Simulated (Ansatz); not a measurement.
# Ligand exchange: InH2I + Sn(CH3)3(OH) → InH2(OH) + Sn(CH3)3I

Gas-phase species: InH2I `[InH2][I]`, singlet; Sn(CH3)3(OH), singlet; InH2(OH), singlet; Sn(CH3)3I (iodotrimethylstannane), singlet. The partners trade I for OH: In–I and Sn–OH bonds give way to In–OH and Sn–I.

Shapes, held fixed at every level: PBE0-D4/def2-TZVP. Flexible molecules stand in one conformer, not always the lowest. Programs: Ansatz 0.2.0. The zero-point and thermal change to 298 K, harmonic and unscaled (PBE0-D4/def2-TZVP), is +0.9 kJ/mol.

```json
{"level": "HF/def2-SVP", "kind": "Hartree–Fock", "ΔH(298 K) (kJ/mol)": "+30.3"}
{"level": "SPW92/def2-TZVPP", "kind": "LDA", "ΔH(298 K) (kJ/mol)": "+12.7"}
{"level": "r2SCAN-D4/def2-TZVPP", "kind": "meta-GGA", "ΔH(298 K) (kJ/mol)": "+14.8"}
{"level": "r2SCAN0-D4/def2-TZVPP", "kind": "global hybrid", "ΔH(298 K) (kJ/mol)": "+17.8"}
{"level": "wB97M-V/def2-TZVPP", "kind": "range-separated hybrid", "ΔH(298 K) (kJ/mol)": "+16.1"}
{"level": "B2PLYP/def2-TZVPP", "kind": "double hybrid", "ΔH(298 K) (kJ/mol)": "+16.2"}
{"level": "CCSD(T)/def2-SVP", "kind": "coupled cluster or CI", "ΔH(298 K) (kJ/mol)": "+20.0"}
{"level": "MP2/def2-TZVPP", "kind": "perturbation theory", "ΔH(298 K) (kJ/mol)": "+11.5"}
```

MP2/def2-TZVPP gives ΔH(298 K) = +11.5 kJ/mol; the levels span +11.5 to +30.3. The median of the levels is +16.1. No measured value is set beside it here. For atoms past krypton def2 sets carry core potentials with scalar relativity. Outer-core shells of I, In, Sn are correlated, in sets that cover them unevenly.
